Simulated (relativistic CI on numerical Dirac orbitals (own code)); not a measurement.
# Magnetism of Ru2+, 4d6, in a crystal field

Calculated by Dirac-Coulomb-Breit CI, KLI orbitals optimised for each configuration, a model potential for QED, valence Slater integrals scaled by 0.8, one configuration in a parametric crystal field (own radial code).

Field parameters in Wybourne normalisation: D4h B²₀ = −7Ds, B⁴₀ = 21(Dq − Dt), B⁴₄ = 21√(5/14) Dq. The field is a parameter set, without covalency.

S is read from ⟨S²⟩ = S(S + 1).

Powder χT (cm³ K mol⁻¹) by Van Vleck's formula, with temperature-independent terms:

```csv
Field,2 K,5 K,10 K,20 K,50 K,100 K,200 K,300 K
"D4h, 10Dq = 12450, Ds = -1500, Dt = -20 cm⁻¹",0.036,0.0901,0.18,0.36,0.892,1.61,2.38,2.7
"D4h, 10Dq = 12450, Ds = -1090, Dt = -20 cm⁻¹",0.00758,0.019,0.0379,0.0758,0.19,0.381,0.841,1.37
"D4h, 10Dq = 12450, Ds = -680, Dt = -20 cm⁻¹",0.00152,0.00379,0.00759,0.0152,0.0379,0.0759,0.155,0.278
"D4h, 10Dq = 12450, Ds = -270, Dt = -20 cm⁻¹",0.00104,0.00259,0.00519,0.0104,0.0259,0.0519,0.104,0.158
"D4h, 10Dq = 12450, Ds = 140, Dt = -20 cm⁻¹",0.00102,0.00254,0.00509,0.0102,0.0254,0.0509,0.102,0.155
"D4h, 10Dq = 12450, Ds = 550, Dt = -20 cm⁻¹",0.00111,0.00278,0.00557,0.0111,0.0278,0.0557,0.111,0.175
"D4h, 10Dq = 12450, Ds = 950, Dt = -20 cm⁻¹",0.00133,0.00331,0.00663,0.0133,0.0331,0.0663,0.135,0.241
"D4h, 10Dq = 12450, Ds = 1360, Dt = -20 cm⁻¹",0.0018,0.0045,0.009,0.018,0.045,0.09,0.204,0.477
```

Task: For D4h, 10Dq = 12450, Ds = -1090, Dt = -20 cm⁻¹: what effective moment follows at 300 K?

Result: μ_eff = √(8χT) = 3.31 μB. The ground level has S = 1.05; the spin-only moment for S = 1 is 2.83 μB. The difference comes from the orbital moment, spin-orbit mixing of terms and temperature-independent paramagnetism, all larger in this ionic model than in covalent complexes. The ground level is a non-magnetic singlet, so χT starts at zero and rises through temperature-independent paramagnetism and the filling of excited levels.
